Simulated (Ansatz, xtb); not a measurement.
Isomers of CH7OSSi+ in order of energy

8 gas-phase structures of CH7OSSi+, found in a search over its isomers (lower ones may exist). Each was relaxed with GFN2-xTB; where two conformers were screened, the lower at r2SCAN-D4/def2-SVP is listed:

A. `CS[SiH2][OH2+]`, a singlet
B. `C[Si@H]([OH2+])S`, a singlet
C. `CO[SiH2][SH2+]`, a singlet
D. `C[SH+][SiH2]O`, a singlet
E. `O[SiH2]C[SH2+]`, a singlet
F. `C[SH+]O[SiH3]`, a singlet
G. a singlet given by its coordinates
H. a singlet given by its coordinates

G (Å):

```xyz
11

C    -0.0531    1.8015   -0.0790
O    -0.1013   -0.2048    2.1552
S    -2.2408   -0.6989   -0.1371
Si   -0.2488   -0.0507    0.1572
H     0.8135    2.2073    0.4387
H     0.0662    2.0387   -1.1334
H    -0.9359    2.3420    0.2650
H     0.8078   -1.0177   -0.0398
H    -2.0210   -2.0089   -0.0716
H     0.7279   -0.0752    2.6371
H    -0.8593    0.0191    2.7147
```

Close contacts (Å): C1–Si4 1.88, O2–Si4 2.01, S3–Si4 2.12, C1–H5 1.09, C1–H6 1.09, C1–H7 1.09, O2–H10 0.97, O2–H11 0.97, S3–H9 1.33, Si4–H8 1.45.

H (Å):

```csv
atom,x (Å),y (Å),z (Å)
C,-1.7297,1.2934,0.7834
O,-0.0984,-0.4437,-1.0846
S,0.6216,-0.7463,1.9617
Si,-0.1221,0.6647,0.0503
H,-2.3807,0.4720,1.0899
H,-1.5699,1.9221,1.6574
H,-2.2828,1.8933,0.0623
H,1.1184,1.3898,-0.1121
H,-0.7547,-1.0086,-1.4928
H,1.7009,-1.2803,1.3902
H,1.3335,0.1477,2.6495
```

Close contacts (Å): C1–Si4 1.88, O2–Si4 1.59, S3–Si4 2.49, C1–H5 1.09, C1–H6 1.09, C1–H7 1.09, O2–H9 0.96, S3–H10 1.33, S3–H11 1.33, Si4–H8 1.45.

Task: Make a reasoned guess at their ranking by r2SCAN-D4/def2-SVP single-point energy.

Result: Calculated order at r2SCAN-D4/def2-SVP: G (0.000), H (0.076), B (0.153), D (0.494), A (0.739), E (1.160), C (1.207), F (2.504) eV. CCSD(T)/def2-SVP + ΔMP2/def2-TZVPP after further relaxation puts H lowest instead.

Energies above the lowest of each column, in eV; the last columns are at B3LYP-D3(BJ)/def2-SVP geometries and were run for some of them only (a dash: not run or not comparable):

```json
{"structure": "G", "GFN2-xTB": "0.989", "HF/STO-3G": "0.000", "r2SCAN-D4/def2-SVP": "0.000", "B3LYP-D3(BJ)/def2-SVP": "0.001", "CCSD(T)/def2-SVP + ΔMP2/def2-TZVPP": "0.094"}
{"structure": "H", "GFN2-xTB": "0.232", "HF/STO-3G": "0.776", "r2SCAN-D4/def2-SVP": "0.076", "B3LYP-D3(BJ)/def2-SVP": "0.042", "CCSD(T)/def2-SVP + ΔMP2/def2-TZVPP": "0.000"}
{"structure": "B", "GFN2-xTB": "0.966", "HF/STO-3G": "0.012", "r2SCAN-D4/def2-SVP": "0.153", "B3LYP-D3(BJ)/def2-SVP": "0.000", "CCSD(T)/def2-SVP + ΔMP2/def2-TZVPP": "0.082"}
{"structure": "D", "GFN2-xTB": "0.000", "HF/STO-3G": "0.817", "r2SCAN-D4/def2-SVP": "0.494", "B3LYP-D3(BJ)/def2-SVP": "0.438", "CCSD(T)/def2-SVP + ΔMP2/def2-TZVPP": "–"}
{"structure": "A", "GFN2-xTB": "1.036", "HF/STO-3G": "0.432", "r2SCAN-D4/def2-SVP": "0.739", "B3LYP-D3(BJ)/def2-SVP": "0.713", "CCSD(T)/def2-SVP + ΔMP2/def2-TZVPP": "–"}
{"structure": "E", "GFN2-xTB": "1.175", "HF/STO-3G": "1.682", "r2SCAN-D4/def2-SVP": "1.160", "B3LYP-D3(BJ)/def2-SVP": "–", "CCSD(T)/def2-SVP + ΔMP2/def2-TZVPP": "–"}
{"structure": "C", "GFN2-xTB": "0.284", "HF/STO-3G": "1.265", "r2SCAN-D4/def2-SVP": "1.207", "B3LYP-D3(BJ)/def2-SVP": "–", "CCSD(T)/def2-SVP + ΔMP2/def2-TZVPP": "–"}
{"structure": "F", "GFN2-xTB": "1.137", "HF/STO-3G": "2.802", "r2SCAN-D4/def2-SVP": "2.504", "B3LYP-D3(BJ)/def2-SVP": "–", "CCSD(T)/def2-SVP + ΔMP2/def2-TZVPP": "–"}
```

CCSD(T)/def2-SVP + ΔMP2/def2-TZVPP puts H lowest of those it was run on; GFN2-xTB picks D, HF/STO-3G picks G, r2SCAN-D4/def2-SVP picks G, B3LYP-D3(BJ)/def2-SVP picks B. CCSD(T)/def2-SVP + ΔMP2/def2-TZVPP orders those it was run on as H (0.000), B (0.082), G (0.094) eV. Less than 1 kcal/mol parts B and G, so the order within that pair means little. Some further structures that were screened fall inside this span and aren't listed. Flexible structures stand in one conformer each, not always the lowest. Frequencies (B3LYP-D3(BJ)/def2-SVP) were run for B, G, H alone. The ΔMP2 step shifts differences by up to 0.152 eV, which makes them less sure. ΔMP2 is the change of the MP2 energy from the smaller to the larger basis.

Over these structures GFN2-xTB departs from r2SCAN-D4/def2-SVP by 0.648 eV on average once a common shift is removed. A GFN2-xTB relaxation took about 0.14 s and the r2SCAN-D4/def2-SVP energy about 1.8 s on a shared host (Ansatz 0.2.0, xtb 6.7.1).
